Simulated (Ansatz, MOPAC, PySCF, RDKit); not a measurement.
Noncovalent pair: NH3 (SMILES N) (first 4 atoms) with C3H6 (SMILES C=CC); geometry from B3LYP-D3(BJ)/def2-TZVP, rigid monomers moved along the line of their centres of mass till H4···C6 is 3.01 Å.
(charge 0, multiplicity 1):
```xyz
13

N     -0.21106    -0.20862     0.53719
H     -0.71185    -0.85499    -0.06195
H      0.73847    -0.14826     0.18707
H     -0.16549    -0.62346     1.46246
C      0.13632    -0.95671     4.62776
C     -0.50849     0.17060     4.34984
C      0.13633     1.48531     4.05035
H      1.21957    -0.99377     4.66971
H     -0.39255    -1.87917     4.83096
H     -1.59500     0.15699     4.31979
H     -0.21222     2.25741     4.74191
H      1.22312     1.42297     4.12479
H     -0.12412     1.81444     3.04095
```

Counterpoise-corrected where a basis set is named; no monomer relaxation.

The state that PM3 reach isn't checked.

Programs: Ansatz (Gaussian basis) for Hartree–Fock, density functionals and correlated methods; MOPAC for PM3 (differences of heats of formation); PySCF for the dispersion terms; RDKit for the force fields. 

Task: One of these levels gives -1.01 kcal/mol for the interaction energy. Name it.
(A) PM3
(B) PBE-D4/def2-TZVPPD
(C) MMFF94
(D) r2SCAN/def2-TZVPPD

Result: C, MMFF94. The others give -0.36 (PM3), -2.09 (PBE-D4/def2-TZVPPD), -1.54 (r2SCAN/def2-TZVPPD)

Ansatz is an electronic-structure program.
